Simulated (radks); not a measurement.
Correlation energies from several functionals, in hartree. Species: Si2+ [Ne] 3s2; Pb4+ [Xe] 4f14 5d10; Cr [Ar] 3d5 4s1; Be3+ 1s1. All-electron calculation, non-relativistic Kohn-Sham, exchange-only LDA, spin-polarised, spherical densities, point nucleus. Program: a radial shooting solver on a logarithmic mesh with Libxc functionals. Every spin shell is full or empty, so the densities are truly spherical. Functionals are evaluated on that one density, not self-consistently.

| functional | Si2+ | Pb4+ | Cr | Be3+ |
|---|---|---|---|---|
| PW92 | -0.96657 | -8.3660 | -1.9337 | -0.037584 |
| VWN5 | -0.97120 | -8.4002 | -1.9434 | -0.037517 |
| Chachiyo | -0.94926 | -8.2778 | -1.8972 | -0.037188 |
| PBE | -0.43188 | -4.9241 | -0.98016 | -0.0061929 |
| PBEsol | -0.51259 | -5.5033 | -1.1327 | -0.0086568 |
| LYP | -0.49729 | -4.3240 | -1.0059 | 0 |
| P86 | -0.49361 | -5.5227 | -1.1137 | 0.0047996 |
| PW91 | -0.47867 | -5.2845 | -1.0704 | -0.0080311 |
| OP (B88) | -0.47839 | -4.2613 | -0.96513 | 0 |
| TPSS | -0.43663 | -4.9217 | -0.98002 | 0 |
| revTPSS | -0.44896 | -4.9585 | -0.99888 | 0 |
| SCAN | -0.43748 | -4.9288 | -0.99025 | 0 |
